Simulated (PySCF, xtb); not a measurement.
Cl2H2Si, SMILES Cl[SiH2]Cl (connectivity only; charge and spin as stated), charge -1, multiplicity 2.

Harmonic wavenumbers (cm⁻¹) from GFN2-xTB (xtb) at its own minimum, in rising order: 133, 175, 201, 248, 594, 820, 848, 2262, 2266.

**Question.** What does TPSSh-D3(BJ)/def2-SVPD in PySCF 2.14.0 give at its own minimum? (Estimate from the structure and the level; the computed values follow.)

**Answer.** 148, 196, 242, 311, 799, 861, 879, 2176, 2199. Paired by order, the mean absolute difference is 63 cm⁻¹ and the zero-point energies are 10.8 and 11.2 kcal/mol.
